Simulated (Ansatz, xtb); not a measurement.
**Two isomers of C5H5O3P**

Structure a: `COC(=O)C1=PC=CO1`, a singlet. Structure b: `COC(=O)C1=COC=P1`, a singlet. Both are isolated molecules in the gas phase, relaxed with PBE0-D3(BJ)/def2-SVP; each stands in its lowest conformer found.

a (Å):

```json
{"atom": "C", "x (Å)": "-2.1927", "y (Å)": "1.6734", "z (Å)": "-1.4064"}
{"atom": "C", "x (Å)": "-0.4465", "y (Å)": "1.2661", "z (Å)": "0.0745"}
{"atom": "C", "x (Å)": "0.7986", "y (Å)": "0.5202", "z (Å)": "0.3165"}
{"atom": "C", "x (Å)": "2.3609", "y (Å)": "-0.9282", "z (Å)": "-0.2952"}
{"atom": "C", "x (Å)": "2.8466", "y (Å)": "-0.5858", "z (Å)": "0.9297"}
{"atom": "O", "x (Å)": "-0.9895", "y (Å)": "0.9864", "z (Å)": "-1.1119"}
{"atom": "O", "x (Å)": "-0.9146", "y (Å)": "2.0423", "z (Å)": "0.8695"}
{"atom": "O", "x (Å)": "1.2252", "y (Å)": "-0.3199", "z (Å)": "-0.6443"}
{"atom": "P", "x (Å)": "1.7918", "y (Å)": "0.6027", "z (Å)": "1.7189"}
{"atom": "H", "x (Å)": "-2.9699", "y (Å)": "1.4383", "z (Å)": "-0.6641"}
{"atom": "H", "x (Å)": "-2.0330", "y (Å)": "2.7618", "z (Å)": "-1.4045"}
{"atom": "H", "x (Å)": "-2.5028", "y (Å)": "1.3359", "z (Å)": "-2.4019"}
{"atom": "H", "x (Å)": "2.7495", "y (Å)": "-1.6210", "z (Å)": "-1.0412"}
{"atom": "H", "x (Å)": "3.7639", "y (Å)": "-1.0020", "z (Å)": "1.3457"}
```

b (Å):

```csv
atom,x (Å),y (Å),z (Å)
C,-1.8597,1.9077,-1.5218
C,-0.4526,1.0234,0.1180
C,0.7721,0.2436,0.3651
C,1.5781,-0.2796,-0.6023
C,2.6704,-0.9609,1.2046
O,-0.6971,1.1684,-1.1932
O,-1.1588,1.4816,0.9789
O,2.6350,-0.9504,-0.1428
P,1.3996,-0.1424,1.9969
H,-1.8015,2.9297,-1.1188
H,-2.7597,1.4265,-1.1111
H,-1.9090,1.9334,-2.6166
H,1.4855,-0.2303,-1.6859
H,3.5245,-1.5025,1.6122
```

Q: Estimate E(b) − E(a) at the level CCSD(T)/def2-SVP + ΔMP2/def2-TZVPP.

A: Too close to call at this level: CCSD(T)/def2-SVP + ΔMP2/def2-TZVPP gives E(b) − E(a) = −0.85 kcal/mol.

Level by level:

| level | geometry | E(b) − E(a) (kcal/mol) | departure from the last row (kcal/mol) | job, with rough time for the two |
| --- | --- | --- | --- | --- |
| GFN2-xTB | GFN2-xTB | +0.59 | +1.44 | optimisation, 0.15 s |
| HF/STO-3G | GFN2-xTB | −0.16 | +0.69 | single point, 0.5 s |
| r2SCAN-D4/def2-SVP | GFN2-xTB | −0.09 | +0.76 | single point, 4.9 s |
| PBE0-D3(BJ)/def2-SVP | PBE0-D3(BJ)/def2-SVP | −0.59 | +0.26 | optimisation, 44 s |
| HF/def2-SVP | PBE0-D3(BJ)/def2-SVP | −2.40 | −1.55 | part of the CCSD(T) run |
| MP2/def2-SVP | PBE0-D3(BJ)/def2-SVP | −0.58 | +0.27 | part of the CCSD(T) run |
| CCSD(T)/def2-SVP | PBE0-D3(BJ)/def2-SVP | −1.54 | −0.69 | single point |
| CCSD(T)/def2-SVP + ΔMP2/def2-TZVPP | PBE0-D3(BJ)/def2-SVP | −0.85 |  | single point, 2.6 min |

As drawn, both hold the same kinds of bond in the same numbers.

The largest departure from CCSD(T)/def2-SVP + ΔMP2/def2-TZVPP is that of HF/def2-SVP, 1.55 kcal/mol. The last row adds to CCSD(T) the change of the MP2 difference between the two basis sets, here +0.69 kcal/mol.

With thermal terms from frequencies at re-optimised GFN2-xTB minima (ideal gas, soft modes damped towards free rotors, one conformer each, 298.15 K, 1 atm): on the last row, ΔE + ΔZPE = −0.88, ΔH = −0.87, ΔG = −0.88 kcal/mol.

The correlated steps freeze 13 core orbitals. Programs: Ansatz 0.2.0, xtb 6.7.1; the last row on 4 threads of Arm Neoverse V1 on a shared host.
